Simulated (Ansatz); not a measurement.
A geometry relaxed with B3LYP-D3(BJ)/def2-TZVP run with Ansatz (an electronic-structure program), charge 0, multiplicity 2:

```xyz
8

C     -1.0095     0.4868    -0.1884
H     -1.9924     0.9081    -0.3243
H      2.5121     0.3382     0.2002
S      0.3643     1.5210    -0.1158
H     -1.3775    -1.6499    -0.0733
C      1.4526     0.1789     0.0980
C      0.7228    -0.9500     0.1013
C     -0.6725    -0.8331    -0.0568
```

Task: Write the SMILES of this molecule.

Result: `[c]1ccsc1`
